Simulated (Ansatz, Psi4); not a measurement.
Here is a job for Psi4.
```
memory 2 GB

molecule {
0 1
  Cu   -0.00000000   -0.00000000   -0.40615773
  F     0.00000000    0.00000000    1.30873047
}

set basis def2-tzvp
set scf_type pk
set puream true
set d_convergence 1e-8

energy('scf')
print_variables()
```

Write the same job for Ansatz (a quantum-chemistry and plane-wave program).

This is not unique; one that fits is 
Ansatz 0.2 input:
```yaml
crystal:
  periodic: [false, false, false]
  atoms:
    - {symbol: Cu, position_ang: [-0.00000000, -0.00000000, -0.40615773]}
    - {symbol: F, position_ang: [0.00000000, 0.00000000, 1.30873047]}
basis:
  gaussian:
    orbitals: def2-TZVP
hamiltonian:
  xc: hf
accuracy: high
```

Both were run: Psi4 gave -1738.411884 Eh and Ansatz -1738.411884 Eh, 0.000 mEh apart.
